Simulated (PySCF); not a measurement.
NMR data simulated for an unnamed compound:

1H NMR (600 MHz, computed): δ 7.41 (ddd, J = 19.0, 13.2, 2.8 Hz, 1H), 5.38 (ddd, J = 13.2, 4.2, 1.2 Hz, 1H), 4.83 (ddd, J = 19.0, 1.7, 1.2 Hz, 1H), 1.90 (m, 2H), 1.20 (m, 2H).

13C{1H} NMR (computed): δ 173.2 (C, d, J = 400.8 Hz), 146.2 (CH, d, J = 2.2 Hz), 115.3 (CH2), 28.3 (CH2), 24.6 (C, d, J = 51.9 Hz).

- NMR shieldings at PBE0/pcSseg-1/GIAO
- coordinates at the GFN2-xTB level
- J: B3LYP/pcJ-1 (spin–dipole term only in couplings to heteroatoms)
- program: PySCF 2.14.0 with density-fitted response routines
- no solvent model, rapidly exchanging positions averaged, non-relativistic, one computed conformer

Shifts are taken against calculated references (same method and geometry level): 1H (31.72 ppm) and 13C (186.93 ppm) against TMS.

**Question.** Which of these does the molecule contain: a three-membered ring, a non-aromatic C=C double bond, a vinyl group CH=CH2, a benzene ring, a carboxylic acid, an ester?

**Answer.** 
- A three-membered ring: yes.
- A non-aromatic C=C double bond: yes.
- A vinyl group CH=CH2: yes (δC 115.3, 146.2; δH 4.83 (ddd), 5.38 (ddd), 7.41 (ddd)).
- A benzene ring: no.
- A carboxylic acid: no.
- An ester: no.

The data belong to SMILES C=CC1(C(=O)F)CC1, C6H7FO; they needn't prove each group on their own.

Carbon signals by region: 1 in the far downfield region (above 160 ppm), 2 in the sp2 and nitrile region (100–160 ppm), 2 below 50 ppm. Above 160 ppm: 173.2, carbonyl carbon.

C–F couplings over four or more bonds (about 3 Hz to the para carbon of a fluoroarene) are left out. Common functionals overestimate the size of one-bond C–F couplings by tens of Hz; these are unscaled. Splittings below 1 Hz are ignored in the labels, and close J values are merged. Couplings among chemically equivalent protons are left out too, so labels in AA′BB′ or AA′XX′ sets are apparent multiplicities. Unscaled 3J(H,H) at this level run about 10 % above measured values. Shifts are as computed. Against solution values, carbons near 30 ppm lie about +3 ppm off and those near 130 ppm about +5 ppm. Of 1211 compounds with measured shifts, 218 miss one by over three times the rms of a fit or turn the order of signals round; such compounds aren't used in these exercises.
